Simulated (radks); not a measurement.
Values are calculated unless marked as measured or tabulated.
Task: Radial electron density D(r) = 4 pi r^2 rho(r) of an atom or ion with 3 electrons. Code: a radial shooting solver on a logarithmic mesh with Libxc functionals. Model: scalar-relativistic Kohn-Sham, PBE, spin-polarised, spherical densities, finite nucleus; Fermi nuclear charge, rms radius of each element as measured or else 0.836 A^(1/3) + 0.57 fm.

r (bohr),D(r) (e/bohr),spin D(r)
0.002272,9.307,0.580
0.002753,12.49,0.775
0.003336,16.56,1.02
0.004009,21.43,1.31
0.004858,27.56,1.66
0.005886,34.72,2.05
0.007075,42.32,2.44
0.008573,50.50,2.81
0.01031,57.80,3.05
0.01249,63.69,3.09
0.01513,66.50,2.82
0.01819,65.17,2.23
0.02204,59.05,1.34
0.0267,48.71,0.432
0.03209,36.67,-0.00277
0.03889,24.72,0.571
0.04712,16.11,2.59
0.05664,12.14,5.67
0.06862,11.42,9.05
0.08315,11.65,11.0
0.09995,10.58,10.4
0.1211,7.670,7.65
0.1467,4.195,4.19
0.1764,1.725,1.72
0.2137,0.4658,0.466
0.259,0.07917,0.0792
0.3113,0.008624,0.00862

What is the nuclear charge?

Result: Z = 57. The innermost maximum, from 1s, lies near gamma/Z bohr with gamma = sqrt(1 - (Z/c)^2) = 0.909, here 0.016 bohr (found: 0.0156), and its height grows with Z. The density is that of the lanthanum ion La54+ in [He] 2s1; the configuration itself is not fixed sharply by these data, and Z only to a few units. D(r) has 2 maxima, at r = 0.0156, 0.0812 bohr, and minima at 0.0659 bohr, inside which lie 2.14 electrons.
